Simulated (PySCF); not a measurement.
## Electron correlation in W (tungsten, neutral)

[Xe] 4f14 5d4 6s2, high-spin 5D determinant. Computed with PySCF 2.14 in aug-cc-pVTZ-PP with one added diffuse shell each of s, p, d, f, g type with ECP60MDF (7s7p6d4f3g, 113 functions), with scalar relativity through the core potential. Frozen: 5s2 5p6; 6 electrons correlated.

MP2 pair energies summed by pair of shells (mhartree):

| pair | energy | share (%) |
| --- | --- | --- |
| 5d-6s | -47.96 | 48.1 |
| 5d-5d | -32.59 | 32.7 |
| 6s-6s | -19.22 | 19.3 |

Total MP2 correlation energy: -99.77 mhartree.

Same-spin part -49.91 and opposite-spin part -49.86 mhartree; SCS-MP2 scales them by 1/3 and 6/5 to -76.47 mhartree.
